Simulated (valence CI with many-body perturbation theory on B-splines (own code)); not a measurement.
**E1 line list for Cu24+**

Method: valence CI with perturbative core correlation (CI+MBPT): three valence electrons over a frozen Dirac-Fock core [He], a basis of 11 s, 11 p, 10 d, 8 f, 5 g, 2 h functions for each j, with the one-electron correlation potential Σ1, the two-electron term Σ2, the three-electron term Σ3, Breit, model QED; selected CI, second order for the rest, scaled by the run's own slope (own B-spline code, finite nucleus).

No measured spectrum was set against this ion. As an estimate, levels of excited configurations hold to 0.05 to 0.15 % of their energy, terms of the ground configuration to about 0.5 %.

Lines 51 to 100 of 583 in falling wavelength, among levels below 1897.4 eV, chosen from the strongest by gf and those to the six lowest levels. Wavelengths and rates use the calculated energies, so an error of 900 cm⁻¹ moves a line at 92.44 nm by 0.83 % and its rate by three times that or more. Electric multipoles are in the length gauge, E1 and E2 with the static RPA response of the core. Weak lines are less certain than strong ones. Lines between different terms over intervals too small for the method are left out, as are lines whose strength nearly cancels. The highest levels of a list are the least certain.

Names give the largest LS component (configuration and term), which can be under half, so a name can repeat, a term be missing and a line seem to break the LS rules; names also repeat where a configuration has a term twice. Letters in brackets count levels of one name in rising energy.

| λ vac (nm) | Upper | Lower | A (s⁻¹) | S (a.u.) with core polarisation | S without |
| --- | --- | --- | --- | --- | --- |
| 92.44 | 2s2p4p ²P_3/2 [c] | 2s2p4s ²P°_1/2 [b] | 3.56e+08 | 5.56e-01 | 5.56e-01 |
| 88.38 | 2s2p4p ²S_1/2 [a] | 2s2p4s ²P°_3/2 [a] | 7.38e+08 | 5.03e-01 | 5.03e-01 |
| 87.47 | 2s2p4p ²S_1/2 [b] | 2s2p4s ²P°_1/2 [b] | 5.49e+08 | 3.63e-01 | 3.63e-01 |
| 85.38 | 2s2p4d ²F°_7/2 [a] | 2s2p4p ⁴P_5/2 | 1.38e+08 | 3.40e-01 | 3.40e-01 |
| 78.52 | 2s2p4p ²D_5/2 [a] | 2s2p4s ⁴P°_5/2 | 2.35e+08 | 3.37e-01 | 3.37e-01 |
| 61.24 | 2p²3d ⁴F_9/2 | 2p²3p ⁴D°_7/2 | 6.07e+08 | 6.88e-01 | 6.88e-01 |
| 60.57 | 2p²3d ²F_7/2 [b] | 2p²3p ²D°_5/2 [a] | 5.13e+08 | 4.50e-01 | 4.50e-01 |
| 59.62 | 2s2p3d ⁴F°_9/2 | 2s2p3p ⁴D_7/2 | 5.62e+08 | 5.88e-01 | 5.88e-01 |
| 58.94 | 2p²3d ²G_9/2 | 2p²3p ²F°_7/2 | 7.03e+08 | 7.10e-01 | 7.11e-01 |
| 57.70 | 2p²3d ⁴F_7/2 | 2p²3p ⁴D°_5/2 | 5.68e+08 | 4.31e-01 | 4.31e-01 |
| 56.96 | 2s2p3d ⁴F°_7/2 | 2s2p3p ⁴D_5/2 | 6.24e+08 | 4.55e-01 | 4.55e-01 |
| 56.55 | 2p²3p ²D°_5/2 [a] | 2p²3s ²D_3/2 [b] | 6.03e+08 | 3.23e-01 | 3.23e-01 |
| 56.42 | 2p²3d ²D_5/2 [d] | 2p²3p ²P°_3/2 [c] | 7.78e+08 | 4.14e-01 | 4.14e-01 |
| 56.07 | 2p²3d ²F_5/2 [b] | 2p²3p ²D°_3/2 [b] | 5.87e+08 | 3.07e-01 | 3.07e-01 |
| 54.70 | 2s2p3d ²F°_7/2 [b] | 2s2p3p ²D_5/2 [b] | 6.34e+08 | 4.10e-01 | 4.10e-01 |
| 53.82 | 2p²3d ²G_7/2 | 2p²3p ²F°_5/2 | 8.02e+08 | 4.94e-01 | 4.94e-01 |
| 53.70 | 2s2p3d ⁴D°_7/2 | 2s2p3p ⁴P_5/2 | 4.09e+08 | 2.50e-01 | 2.50e-01 |
| 53.67 | 2p²3d ⁴F_5/2 | 2p²3p ⁴D°_3/2 | 6.04e+08 | 2.77e-01 | 2.77e-01 |
| 50.71 | 2p²3d ²F_7/2 [a] | 2p²3p ⁴P°_5/2 | 6.52e+08 | 3.36e-01 | 3.36e-01 |
| 50.32 | 2s2p3d ²D°_5/2 [b] | 2s2p3p ²P_3/2 | 6.42e+08 | 2.42e-01 | 2.42e-01 |
| 49.80 | 2s2p3d ⁴P°_5/2 | 2s2p3p ⁴S_3/2 [a] | 6.43e+08 | 2.35e-01 | 2.35e-01 |
| 49.47 | 2p²3d ²F_5/2 [a] | 2p²3p ²D°_3/2 [a] | 7.80e+08 | 2.79e-01 | 2.80e-01 |
| 49.36 | 2s²3d ²D_5/2 | 2s²3p ²P°_3/2 | 8.84e+08 | 3.15e-01 | 3.15e-01 |
| 48.26 | 2p²3d ²F_7/2 [c] | 2p²3p ²D°_5/2 [b] | 9.43e+08 | 4.18e-01 | 4.19e-01 |
| 48.01 | 2s2p3d ⁴F°_5/2 | 2s2p3p ⁴D_3/2 | 7.05e+08 | 2.31e-01 | 2.31e-01 |
| 46.62 | 2p²3p ⁴D°_5/2 | 2p²3s ⁴P_3/2 | 1.19e+09 | 3.58e-01 | 3.58e-01 |
| 46.37 | 2s2p3d ²F°_5/2 [a] | 2s2p3p ²D_3/2 [a] | 9.74e+08 | 2.88e-01 | 2.88e-01 |
| 46.19 | 2p²3p ²D°_3/2 [c] | 2p²3s ²D_5/2 | 1.16e+09 | 2.25e-01 | 2.26e-01 |
| 46.12 | 2p²3p ⁴D°_7/2 | 2p²3s ⁴P_5/2 | 1.76e+09 | 6.81e-01 | 6.81e-01 |
| 45.98 | 2p²3d ⁴F_3/2 | 2p²3p ⁴D°_1/2 | 1.08e+09 | 2.07e-01 | 2.07e-01 |
| 45.90 | 2s2p3d ²F°_5/2 [b] | 2s2p3p ²D_3/2 [b] | 7.74e+08 | 2.22e-01 | 2.21e-01 |
| 45.53 | 2p²3p ²F°_7/2 | 2p²3s ²D_5/2 | 1.82e+09 | 6.79e-01 | 6.79e-01 |
| 45.49 | 2s2p3d ²D°_5/2 [a] | 2s2p3p ⁴S_3/2 [b] | 6.64e+08 | 1.85e-01 | 1.85e-01 |
| 45.41 | 2p²3d ²D_3/2 [c] | 2p²3p ²P°_1/2 [c] | 1.25e+09 | 2.31e-01 | 2.31e-01 |
| 44.81 | 2p²3d ²D_5/2 [a] | 2p²3p ²P°_3/2 [a] | 1.19e+09 | 3.16e-01 | 3.16e-01 |
| 44.02 | 2p²3p ⁴D°_3/2 | 2p²3s ⁴P_1/2 | 1.39e+09 | 2.34e-01 | 2.34e-01 |
| 43.37 | 2p²3p ²F°_5/2 | 2p²3s ²D_3/2 [a] | 1.41e+09 | 3.41e-01 | 3.41e-01 |
| 43.09 | 2s2p3d ²F°_7/2 [a] | 2s2p3p ²D_5/2 [a] | 1.20e+09 | 3.80e-01 | 3.80e-01 |
| 42.40 | 2p²3p ²D°_5/2 [b] | 2p²3s ²D_5/2 | 1.46e+09 | 3.30e-01 | 3.30e-01 |
| 41.85 | 2s2p3p ²D_5/2 [a] | 2s2p3s ²P°_3/2 [a] | 1.38e+09 | 3.00e-01 | 3.00e-01 |
| 41.66 | 2s²3d ²D_3/2 | 2s²3p ²P°_1/2 | 1.19e+09 | 1.70e-01 | 1.70e-01 |
| 41.42 | 2s2p3p ⁴D_7/2 | 2s2p3s ⁴P°_5/2 | 2.05e+09 | 5.76e-01 | 5.76e-01 |
| 41.16 | 2s2p3p ²D_5/2 [b] | 2s2p3s ²P°_3/2 [b] | 1.37e+09 | 2.84e-01 | 2.84e-01 |
| 39.73 | 2p²3p ²P°_3/2 [c] | 2p²3s ²S_1/2 | 1.63e+09 | 2.01e-01 | 2.01e-01 |
| 39.69 | 2s2p3p ⁴P_5/2 | 2s2p3s ⁴P°_5/2 | 1.67e+09 | 3.10e-01 | 3.10e-01 |
| 39.47 | 2s2p3p ⁴D_5/2 | 2s2p3s ⁴P°_3/2 | 2.30e+09 | 4.19e-01 | 4.19e-01 |
| 39.40 | 2p²3p ⁴S°_3/2 | 2p²3s ⁴P_5/2 | 2.13e+09 | 2.58e-01 | 2.58e-01 |
| 38.51 | 2s²3p ²P°_3/2 | 2s²3s ²S_1/2 | 2.27e+09 | 2.56e-01 | 2.56e-01 |
| 38.33 | 2s2p3p ²P_3/2 | 2s2p3s ²P°_1/2 [b] | 1.44e+09 | 1.60e-01 | 1.60e-01 |
| 36.87 | 2s2p3p ⁴S_3/2 [a] | 2s2p3s ⁴P°_1/2 | 2.10e+09 | 2.08e-01 | 2.08e-01 |
